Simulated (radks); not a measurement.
Values are calculated unless marked as measured or tabulated.
Coulomb parameter of the 4f shell of the europium ion Eu3+ in the model configuration [Xe] 4f4 5d2, as a second difference U = [E(n + 0.5) + E(n - 0.5) - 2 E(n)] / (0.5)^2 with all orbitals relaxed. "Bare": the charge of the atom changes with n. "Screened": the 5d shell takes up the change at fixed total charge, which measures U(4f,4f) + U(5d,5d) - 2 U(4f,5d). Code: a radial shooting solver on a logarithmic mesh with Libxc functionals. Model: Dirac Kohn-Sham, BLYP, spin-unpolarised, spherical densities, point nucleus; open shells are shared between the two j in proportion to 2j + 1.

| case | configuration | E - E(n) (eV) |
|---|---|---|
| start | [Xe] 4f4 5d2 | 0.000 |
| bare +0.5 | [Xe] 4f4.5 5d2 | -21.325 |
| bare -0.5 | [Xe] 4f3.5 5d2 | 26.403 |
| screened +0.5 | [Xe] 4f4.5 5d1.5 | -8.987 |
| screened -0.5 | [Xe] 4f3.5 5d2.5 | 10.556 |

U(bare) = 20.312 eV, U(screened by 5d) = 6.273 eV.
